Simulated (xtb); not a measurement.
2-bromofuran (C4H3BrO), SMILES Brc1ccco1. All values are semi-empirical tight-binding results from xtb (GFN2-xTB unless named), good for trends rather than for accurate numbers. Geometry optimised at GFN2-xTB.

Optimised geometry:

```xyz
9

Br     0.0030     1.5244     0.0000
C     -0.0955    -0.3386     0.0000
C     -1.1672    -1.1780     0.0000
C     -0.6108    -2.4814     0.0000
C      0.7396    -2.3207     0.0000
O      1.0626    -1.0143     0.0000
H     -2.2006    -0.9016     0.0000
H     -1.1509    -3.4052     0.0000
H      1.5496    -3.0216     0.0000
```

Task: Estimate the properties. (The exact figures need the calculation; the answer reports its results.)

Result: 
The point group as xtb finds it is Cs and the orbital gap is 4.37 eV. The zero-point energy is 36.7 kcal/mol and the G − E(el) at 298.15 K (modified RRHO) is 17.9 kcal/mol. The static polarisability (D4 model) is 69.0 bohr³ and the solvation energy, GFN2-xTB/ALPB(water) is -1.0 kcal/mol. The solvation energy, GFN2-xTB/ALPB(hexane) is -3.9 kcal/mol.

Task: Give the atomic charges and the Wiberg bond orders between heavy atoms. (Estimate from the structure and the level; the computed values follow.)

Result: charges (e) Br1 -0.12, C2 0.18, C3 -0.07, C4 -0.06, C5 0.07, O6 -0.17, H7 0.06, H8 0.05, H9 0.06. Bond orders Br1–C2 1.01, C2–C3 1.56, C3–C4 1.29, C4–C5 1.61, C2–O6 1.13, C5–O6 1.12.
